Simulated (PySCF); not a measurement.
**Löwdin shares of the frontier orbitals**

Species: C₅H₁₄BN.
SMILES with atom numbers: `[CH3:1][CH2:2][CH2:3][BH:4][N:5]([CH3:6])[CH3:7]` (hydrogens: H8, H9, H10 on C1; H11, H12 on C2; H13, H14 on C3; H15 on B4; H16, H17, H18 on C6; H19, H20, H21 on C7)

Structure used (PBE0-D3(BJ)/def2-SVP), in Å, numbered top down from 1:
```xyz
21
C5H14BN angstrom
C      3.2162    0.5603    0.4979
C      1.8891    0.3159   -0.2045
C      0.8166   -0.3016    0.7023
B     -0.5081   -0.6259   -0.0989
N     -1.5647    0.2781   -0.2669
C     -2.7373   -0.0387   -1.0474
C     -1.5945    1.6137    0.2784
H      3.0929    1.2425    1.3549
H      3.6378   -0.3804    0.8876
H      3.9622    1.0058   -0.1788
H      1.5141    1.2682   -0.6206
H      2.0520   -0.3392   -1.0786
H      0.6386    0.3721    1.5600
H      1.2148   -1.2375    1.1318
H     -0.6318   -1.6968   -0.6609
H     -2.6611   -1.0603   -1.4394
H     -2.8523    0.6564   -1.8991
H     -3.6561    0.0361   -0.4376
H     -1.6469    2.3703   -0.5253
H     -0.6962    1.8117    0.8752
H     -2.4786    1.7617    0.9246
```

Computed, not measured: TDDFT wB97X-D/def2-SVPD, vertical, gas phase, core orbitals frozen in the response in PySCF 2.14.0, density-fitted response routines.

Kohn–Sham orbitals with the atoms that hold most of them (Löwdin shares over 4%, at most four atoms; ? is withheld):

```tsv
orbital	ε (eV)	atoms
HOMO-3	-11.22	C2 27%, C3 18%, C1 17%, H12 8%
HOMO-2	-10.80	C2 23%, C3 19%, H11 12%, H14 10%
HOMO-1	-10.04	?
HOMO	-9.04	N5 50%, B4 11%, C6 9%, C7 9%
LUMO	?	?
LUMO+1	2.22	B4 39%, N5 14%, H15 10%, C3 8%
LUMO+2	2.78	C1 22%, C6 13%, H8 8%, H9 7%
```

**Question.** Give the leading atoms of the LUMO.

**Answer.** B4 (bonded to C, N and H) 34%; C7 (bonded to N and 3 H) 10%; C6 (bonded to N and 3 H) 8%; H19 (bonded to C) 6%. By element: boron 34%, carbon 17% or more, hydrogen 6% or more.

**Question.** Which atoms hold the HOMO-1, and with what shares?

**Answer.** C3 (bonded to B, C and 2 H) 27%; B4 (bonded to C, N and H) 26%; H15 (bonded to B) 13%; C1 (bonded to C and 3 H) 8%. By element: carbon 35% or more, boron 26%, hydrogen 13% or more.

**Question.** What is the LUMO energy, and the HOMO–LUMO gap?

**Answer.** ε(LUMO) = 2.10 eV; the gap is 11.14 eV (0.4092 hartree).

**Question.** How does S1 compare with the orbital gap of 11.14 eV?

**Answer.** S1 is at 7.01 eV (f = 0.122), 4.13 eV below the gap, made of HOMO→LUMO (70%), HOMO→LUMO+1 (16%). 

**Question.** One configuration dominates each of S1, S2 and S3. Which, and how do the shares of the two leading atoms of either orbital change from the occupied to the empty one?

**Answer.** 
- S1 (7.01 eV, f 0.122), HOMO→LUMO (70%): N5 50% → at most 6%, B4 11% → 34%, C7 9% → 10%
- S2 (7.03 eV, f 0.173), HOMO→LUMO+1 (76%): N5 50% → 14%, B4 11% → 39%
- S3 (7.15 eV, f 0.011), HOMO-1→LUMO+1 (78%): C3 27% → 8%, B4 26% → 39%, N5 at most 8% → 14%

One conformer stands for the species.

Without π bonds the low states are Rydberg-like; a valence basis with one diffuse set may place them up to an eV too high.
